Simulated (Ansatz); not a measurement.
Basis-set series for CH6AlBS, SMILES `[BH2][AlH][S]C`. Total charge 0; spin multiplicity 1. The geometry is a stationary point of PBE0-D4/def2-TZVP. It is one conformer, not always the lowest.

| functional | basis | functions | energy (Eh) | HOMO (eV) | LUMO (eV) |
| --- | --- | --- | --- | --- | --- |
| PBE0-D4 | def2-TZVPP | 230 | -706.87255 | -7.10 | -2.55 |
| PBE0-D4 | def2-QZVPP | 434 | -706.89606 | -7.12 | -2.56 |
| ωB97M-V | def2-TZVPP | 230 | -707.12364 | -9.27 | -0.59 |
| ωB97M-V | def2-QZVPP | 434 | -707.14643 | -9.29 | -0.64 |

(1) Give the rows for def2-SVP. (Estimate.)

## Answers

(1) Ansatz gave: 
```tsv
functional	basis	functions	energy (Eh)	HOMO (eV)	LUMO (eV)
PBE0-D4	def2-SVP	94	-706.57591	-7.04	-2.51
ωB97M-V	def2-SVP	94	-706.82189	-9.16	-0.46
```
